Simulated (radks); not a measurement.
Effect of the nuclear size on the thallium ion Tl2+, [Xe] 4f14 5d10 6s1. All-electron calculation, Dirac Kohn-Sham, exchange-only LDA, spin-unpolarised, spherical densities, finite nucleus; Fermi nuclear charge, rms radius 5.4759 fm. Program: a radial shooting solver on a logarithmic mesh with Libxc functionals. The rms radius is varied about that value; shifts are against it.

\begin{tabular}{lrrrrrrrrr}
rms radius (fm) & total energy shift (eV) & density at nucleus (e/bohr^3) & 1s1/2 shift (meV) & 2s1/2 shift (meV) & 5s1/2 shift (meV) & 5p1/2 shift (meV) & 6s1/2 shift (meV) & 6p1/2 (empty) shift (meV) & 7s1/2 (empty) shift (meV) \\ \hline
4.4245 & -41.7 & 2.749e+06 & -16700 & -2510 & -30.1 & -0.080 & -3.55 & 0.234 & -0.600 \\
5.1692 & -12.7 & 2.574e+06 & -5070 & -763 & -9.16 & -0.025 & -1.08 & 0.071 & -0.183 \\
5.4759 & 0 & 2.512e+06 & 0.000 & 0.000 & 0.000 & 0.000 & 0.000 & 0.000 & 0.000 \\
5.8209 & 14.8 & 2.448e+06 & 5900 & 888 & 10.7 & 0.031 & 1.26 & -0.083 & 0.213 \\
6.7792 & 58.5 & 2.295e+06 & 23400 & 3520 & 42.2 & 0.128 & 4.98 & -0.327 & 0.842 \\
\end{tabular}

Slopes of the eigenvalues against <r^2> in GHz/fm^2, as finite differences over the two radii next to the reference (eigenvalue slopes, not the field-shift constants of lines): 1s1/2 370000, 2s1/2 55800, 5s1/2 669, 5p1/2 1.89, 6s1/2 78.9, 6p1/2 (empty) -5.20, 7s1/2 (empty) 13.4.
